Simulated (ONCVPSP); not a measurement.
## Before and after: ONCV potential for lithium

```json
{"Element": "lithium (Li)", "Generator": "ONCVPSP 4.0.1", "Type": "optimised norm-conserving Vanderbilt (ONCV)", "Functional": "BLYP", "Relativity": "scalar-relativistic", "Frozen core": "none", "Valence charge": "3", "Reference configuration": "1s2 2s1", "Partial waves": "1s+2s: rc 0.90 bohr, ncon 4, nbas 8, qcut 12.1 1/bohr, 2 projectors; p scattering state at 0.05 Ha: rc 0.95 bohr, ncon 4, nbas 7, qcut 10.4 1/bohr, 1 projector", "Local potential": "polynomial inside 0.90 bohr (lpopt 3, dvloc0 2 Ha)", "Core correction": "none"}
```

All-electron outer shells of the reference configuration (BLYP, scalar-relativistic, ld1.x):

| shell | level (eV) | outermost node (bohr) | outermost maximum (bohr) |
| --- | --- | --- | --- |
| 1s | -52.06 | – | 0.36 |
| 2s | -2.75 | 0.83 | 3.05 |

Change: s: ncon 5, nbas 9.

Cutoffs: the cutoffs (Ha) at which the residual kinetic energy of the hardest occupied pseudo-wave falls to 1 and 0.1 mHa per electron; they do not see the model core or the augmentation charge, which bear on the density cutoff. Errors are all-electron minus pseudo energies relative to the spin-unpolarised reference configuration.

Task: How do hardness, ghosts and transferability respond?

Result: The potential gets harder (55 Ha and 66 Ha → 60 Ha and 73 Ha); of the 4 tests that both files solve, the error grows in 0 and shrinks in 1 by more than 15 % and 0.3 meV (median size 0.3 → 0.2 meV); neither file shows a bound ghost.

| quantity | base | changed |
| --- | --- | --- |
| cutoff, loose | 55 Ha | 60 Ha |
| cutoff, tight | 66 Ha | 73 Ha |
| bound ghosts | none | none |
| GHOST(+) flags under 300 eV | none | none |
| error for 1s2 2s0, meV [ΔE 5.32 eV] | +0.2 | +0.2 |
| error for 1s2 2s0.5, meV [ΔE 2.01 eV] | 0.0 | 0.0 |
| error for 1s2 2s0 2p1, meV [ΔE 1.80 eV] | +0.3 | +0.3 |
| error for 1s1 2s1, meV [ΔE 68.70 eV] | +433 | +356 |
| s: phases at 0.91 bohr within 0.05 rad from the reference energy up to (Ha; the scan ends near 5) | to the end of the scan | to the end of the scan |
| p: phases at 0.96 bohr within 0.05 rad from the reference energy up to (Ha; the scan ends near 5) | to the end of the scan | to the end of the scan |
